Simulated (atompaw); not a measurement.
## Reading a pseudo-wave (ruthenium (Ru))

Columns: radius, all-electron u(r) and pseudo u(r) of the 4d shell (level -7.68 eV) of ruthenium in the configuration [Kr] 4d6 5s2 5p0; PBEsol, scalar-relativistic, PAW (atompaw) scheme, atompaw 4.2.0.5.

```tsv
r (bohr)	all-electron	pseudo
0.115	-0.2096	0.0017
0.231	-0.4058	0.0131
0.346	-0.3055	0.0416
0.462	-0.0506	0.0920
0.577	0.2237	0.1636
0.692	0.4573	0.2532
0.808	0.6321	0.3551
0.923	0.7457	0.4588
1.038	0.8092	0.5552
1.154	0.8346	0.6360
1.269	0.8321	0.6931
1.385	0.8106	0.7256
1.500	0.7774	0.7344
1.615	0.7371	0.7224
1.731	0.6927	0.6910
1.846	0.6475	0.6475
1.962	0.6021	0.6021
2.077	0.5583	0.5583
2.192	0.5165	0.5165
2.308	0.4765	0.4765
2.423	0.4394	0.4394
2.538	0.4046	0.4046
2.654	0.3721	0.3721
2.769	0.3421	0.3421
2.885	0.3141	0.3141
3.000	0.2885	0.2885
```

(1) How many radial nodes do the two functions have?

(2) At about which radius was the pseudo-wave matched?

(3) Is the pseudo-wave norm-conserving?

Answers

(1) The all-electron 4d function has n − l − 1 = 1; the pseudo-wave has 0, since the states of the same l below it are removed with the core.

(2) 1.85 bohr, where the columns begin to agree (steps of 0.12 bohr).

(3) No, it belongs to a PAW set: the norm inside the radius is not constrained, and the difference is carried by the augmentation charge.
